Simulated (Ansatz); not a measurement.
`BC(F)CC` → `BC(C)F` + `[CH2]` (triplet)  (formal loss of a carbene)

Isolated molecules relaxed with PBE0-D4/def2-TZVP in Ansatz; ΔE leaves out vibrations. CCSD(T)/CBS adds triple-zeta CCSD(T) − MP2 to the extrapolated MP2 energy (def2 sets, frozen cores). This one scheme is used for every species. DFT in def2-TZVPP. Triplets are unrestricted, without spin–orbit coupling. One conformer a species, not always the lowest.

```csv
level,ΔE (kcal/mol)
PBE-D4,104.7
r2SCAN-D4,97.8
r2SCAN,97.3
HF/def2-TZVPP,67.8
CCSD(T)/def2-TZVPP,100.9
SCS-MP2/def2-QZVPP,105.7
HF/CBS(def2),67.8
MP2/CBS(def2),106.5
```

Question: What does CCSD(T)/CBS give? (An estimate is asked.)

Answer: Ansatz gave: +103.5 kcal/mol. The listed levels differ from it by 1.2, -5.7, -6.2, -35.7, -2.6, 2.2, -35.7, 3.0 kcal/mol.

Largest T1 diagnostic among the species: 0.011.

The D4 term adds +2.5 kcal/mol with B3LYP and +1.4 kcal/mol with PBE0; it sums over pairs of atoms, weighted by their polarisabilities, and B3LYP, whose exchange is more repulsive, gets the larger term. In def2-TZVPP, CCSD(T) changes the Hartree–Fock value by +33.1 kcal/mol (the triples alone add +2.7 kcal/mol) and MP2 by +36.0 kcal/mol.

B3LYP here is the variant with VWN-RPA as its local correlation; programs differ in this.
